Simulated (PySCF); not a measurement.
Species: AsH₇Si₂.
SMILES with atom numbers: `[SiH3:1][AsH:2][SiH3:3]` (hydrogens: H4, H5, H6 on Si1; H7 on As2; H8, H9, H10 on Si3)

A linear-response calculation (PySCF, def2-SVPD basis, gas phase, vertical, core orbitals frozen in the response) gave these numbers; the functional is withheld.

Orbital energies (eV): HOMO-3 -11.19, HOMO-2 -10.57, HOMO-1 -9.53, HOMO -8.59, LUMO 0.53, LUMO+1 0.69, LUMO+2 0.75.

```
state  E (eV)       f   main configurations (H = HOMO, L = LUMO)
   S1    5.86   0.014                                  H→L (84%)
   S2    6.20   0.100                                H→L+1 (91%)
   S3    6.33   0.059                                H→L+2 (72%)
   S4    6.87   0.061                                H-1→L (72%)
   S5    7.15  0.0090                   H→L+4 (41%), H→L+3 (40%)
   S6    7.21   0.049  H→L+5 (34%), H-1→L+2 (34%), H-1→L+1 (21%)
```

Triplets, Tamm–Dancoff:

```tsv
state	E (eV)	λ (nm)	main configurations (H = HOMO, L = LUMO)
T1	5.20	238.4	H→L (82%)
T2	5.44	227.9	H→L+2 (70%), H→L+1 (8%)
T3	5.78	214.6	H→L+1 (80%), H→L+2 (8%)
T4	6.23	198.9	H-1→L (77%)
```

Vertical ionisation energy by ΔSCF with the same functional: 9.37 eV. Mean static polarisability: 93.6 au.

Question: Which of these was used?
A. HF
B. CAM-B3LYP
C. PBE
D. B3LYP

Answer: B. CAM-B3LYP is range-separated, 19% exact exchange at short range and 65% at long range (ω = 0.33 bohr⁻¹). In this run −ε(HOMO) = 8.59 eV differs from the ΔSCF value by -0.78 eV, and S1 differs from the orbital gap of 9.12 eV by -3.26 eV. The ratio −ε(HOMO)/IP is 0.92. Usual ranges for neutral molecules in this basis: 0.85 to 0.93 with CAM-B3LYP, 0.5 to 0.7 with PBE, 0.67 to 0.83 with B3LYP; with Hartree–Fock the ratio is 1 or more (Koopmans' value less the relaxation energy is the ΔSCF value).

Method used: TDDFT CAM-B3LYP/def2-SVPD, vertical, gas phase, core orbitals frozen in the response (PySCF 2.14.0, density-fitted response routines). Geometry: PBE0-D3(BJ)/def2-SVP; no solvent, vibrations or thermal averaging. Relativistic effects, spin–orbit coupling among them, are left out although an element past zinc is present.

On Arm Neoverse V1, one thread, no GPU, shared host, this took 48 s wall.
